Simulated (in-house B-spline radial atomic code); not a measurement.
Successive ionisation energies of krypton; each step leads to the configuration of the next row (after the last: [Ar] 3d2). Dirac energy differences include first-order Breit, QED and recoil terms. NIST's values go from ground level to ground level; the uncertainty of those that are theory runs from under 0.1 % in few-electron ions to several per cent in heavy many-electron ones. Computed with an all-electron radial atomic-structure program (B-spline basis): Dirac-Hartree-Fock, average of the configuration, finite nuclei.

| ion | configuration | ionisation energy (eV) | tabulated value (eV) | computed minus tabulated (eV) | highest orbital | largest mean radius (bohr) |
| --- | --- | --- | --- | --- | --- | --- |
| Kr | [Ar] 3d10 4s2 4p6 | 13.2 | 13.99961 | -0.8 | 4p3/2 | 1.9586 |
| Kr+ | [Ar] 3d10 4s2 4p5 | 24.1 | 24.35984 | -0.2 | 4p3/2 | 1.8459 |
| Kr2+ | [Ar] 3d10 4s2 4p4 | 36.1 | 35.838 | 0.2 | 4p3/2 | 1.7573 |
| Kr3+ | [Ar] 3d10 4s2 4p3 | 48.9 | 50.85 | -2.0 | 4p3/2 | 1.6837 |
| Kr4+ | [Ar] 3d10 4s2 4p2 | 62.5 | 64.69 | -2.2 | 4p3/2 | 1.6205 |
| Kr5+ | [Ar] 3d10 4s2 4p1 | 76.8 | 78.49 | -1.7 | 4p3/2 | 1.565 |
| Kr6+ | [Ar] 3d10 4s2 | 107.0 | 109.13 | -2.2 | 4s1/2 | 1.3837 |
| Kr7+ | [Ar] 3d10 4s1 | 124.6 | 125.802 | -1.2 | 4s1/2 | 1.3482 |
| Kr8+ | [Ar] 3d10 | 231.9 | 233 | -1.1 | 3d5/2 | 0.54105 |
| Kr9+ | [Ar] 3d9 | 270.2 | 268 | 2.2 | 3d5/2 | 0.53067 |
| Kr10+ | [Ar] 3d8 | 310.2 | 308 | 2.2 | 3d5/2 | 0.52347 |
| Kr11+ | [Ar] 3d7 | 352.1 | 350 | 2.1 | 3d5/2 | 0.51629 |
| Kr12+ | [Ar] 3d6 | 395.6 | 391 | 4.6 | 3d5/2 | 0.50917 |
| Kr13+ | [Ar] 3d5 | 440.9 | 446 | -5.1 | 3d5/2 | 0.50211 |
| Kr14+ | [Ar] 3d4 | 487.8 | 492 | -4.2 | 3d5/2 | 0.49516 |
| Kr15+ | [Ar] 3d3 | 536.4 | 540 | -3.6 | 3d5/2 | 0.48831 |

Task: Where is the largest jump?

Result: From Kr7+ to Kr8+, by a factor of 1.86 (124.63 to 231.89 eV); the highest orbital goes from 4s1/2 to 3d5/2.

Where a p, d or f electron is removed, the computed value is a mean over both j, so it misses the tabulated one by a part of the spin-orbit splitting; averaging over terms and missing correlation add to the gap, relatively most at low charge.
